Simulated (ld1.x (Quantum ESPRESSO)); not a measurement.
## u(r) = r·R(r): atom against pseudo-atom (Ne (Z = 10))

Columns: radius, all-electron u(r) and pseudo u(r) of the 2s shell (level -45.45 eV) of neon in the configuration [He] 2s2 2p5.5; PBE, non-relativistic, TM scheme, ld1.x (Quantum ESPRESSO) 7.5.

| r (bohr) | all-electron | pseudo |
| --- | --- | --- |
| 0.078 | 0.4867 | -0.1248 |
| 0.155 | 0.2978 | -0.2550 |
| 0.232 | -0.0683 | -0.3986 |
| 0.310 | -0.4283 | -0.5607 |
| 0.388 | -0.7128 | -0.7332 |
| 0.465 | -0.9083 | -0.8933 |
| 0.542 | -1.0270 | -1.0155 |
| 0.620 | -1.0844 | -1.0818 |
| 0.698 | -1.0943 | -1.0942 |
| 0.775 | -1.0713 | -1.0713 |
| 0.852 | -1.0263 | -1.0263 |
| 0.930 | -0.9668 | -0.9668 |
| 1.008 | -0.8994 | -0.8994 |
| 1.085 | -0.8296 | -0.8296 |
| 1.162 | -0.7594 | -0.7594 |
| 1.240 | -0.6901 | -0.6901 |
| 1.318 | -0.6239 | -0.6239 |
| 1.395 | -0.5625 | -0.5625 |
| 1.472 | -0.5054 | -0.5054 |
| 1.550 | -0.4521 | -0.4521 |
| 1.628 | -0.4034 | -0.4034 |
| 1.705 | -0.3597 | -0.3597 |
| 1.782 | -0.3202 | -0.3202 |
| 1.860 | -0.2841 | -0.2841 |
| 1.938 | -0.2518 | -0.2518 |
| 2.015 | -0.2232 | -0.2232 |

**Question.** How many radial nodes do the two functions have?

**Answer.** The all-electron 2s function has n − l − 1 = 1; the pseudo-wave has 0, since the states of the same l below it are removed with the core.

**Question.** At about which radius was the pseudo-wave matched?

**Answer.** 0.75 bohr, where the columns begin to agree (steps of 0.08 bohr).

**Question.** Is the pseudo-wave norm-conserving?

**Answer.** Yes: the TM scheme keeps the norm inside the radius equal to the all-electron one, which fixes the energy derivative of the logarithmic derivative at the level.
